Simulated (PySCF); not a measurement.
**TlI⁺: frontier orbitals**

PBE0 at R = 3.425 Å; PySCF, scalar-relativistic core potentials, basis sets Tl cc-pVDZ-PP with ECP60, I cc-pVDZ-PP with ECP28. State: ²Σ⁺ (doublet), unpaired electrons σ ↑, a second solution, started from another occupation. Only the outer orbitals are listed, counted within each symmetry, core potentials removing the inner ones.

```json
{"spin": "α", "orbital": "8σ", "occ.": "1", "ε (eV)": "-17.14", "on Tl (%)": "93", "main shells (%)": "93 Tl s"}
{"spin": "α", "orbital": "9σ", "occ.": "1", "ε (eV)": "-13.77", "on Tl (%)": "13", "main shells (%)": "87 I p"}
{"spin": "α", "orbital": "5π", "occ.": "1", "ε (eV)": "-12.43", "on Tl (%)": "1", "main shells (%)": "99 I p"}
{"spin": "α", "orbital": "5π", "occ.": "1", "ε (eV)": "-12.43", "on Tl (%)": "1", "main shells (%)": "99 I p"}
{"spin": "α", "orbital": "6π", "occ.": "0", "ε (eV)": "-7.25", "on Tl (%)": "99", "main shells (%)": "99 Tl p"}
{"spin": "α", "orbital": "6π", "occ.": "0", "ε (eV)": "-7.25", "on Tl (%)": "99", "main shells (%)": "99 Tl p"}
{"spin": "α", "orbital": "10σ", "occ.": "0", "ε (eV)": "-6.82", "on Tl (%)": "93", "main shells (%)": "93 Tl p"}
{"spin": "β", "orbital": "8σ", "occ.": "1", "ε (eV)": "-16.93", "on Tl (%)": "97", "main shells (%)": "97 Tl s"}
{"spin": "β", "orbital": "5π", "occ.": "1", "ε (eV)": "-12.09", "on Tl (%)": "1", "main shells (%)": "98 I p"}
{"spin": "β", "orbital": "5π", "occ.": "1", "ε (eV)": "-12.09", "on Tl (%)": "1", "main shells (%)": "98 I p"}
{"spin": "β", "orbital": "9σ", "occ.": "0", "ε (eV)": "-10.44", "on Tl (%)": "17", "main shells (%)": "82 I p, 14 Tl p"}
{"spin": "β", "orbital": "6π", "occ.": "0", "ε (eV)": "-7.20", "on Tl (%)": "99", "main shells (%)": "99 Tl p"}
{"spin": "β", "orbital": "6π", "occ.": "0", "ε (eV)": "-7.20", "on Tl (%)": "99", "main shells (%)": "99 Tl p"}
```

Which are the highest filled and the lowest empty level, where do they sit, and how wide is the gap?

Highest filled β 5π at -12.09 eV (in %: 98 I p); lowest empty β 9σ at -10.44 eV (in %: 82 I p, 14 Tl p); the gap at PBE0 is 1.65 eV.

| Item | Value |
| --- | --- |
| bond order (Mayer) | 0.28 |
| ⟨S²⟩ | 0.752 |
| charge on Tl (Mulliken, basis-dependent) | 0.89 |
| charge on Tl (Löwdin, basis-dependent) | 0.83 |
| dipole moment (positive dipole points towards I; it is taken about the centre of mass and depends on that origin) | -4.29 D |

These are scalar-relativistic numbers at best; spin–orbit coupling would shift them, the dissociation energy most.
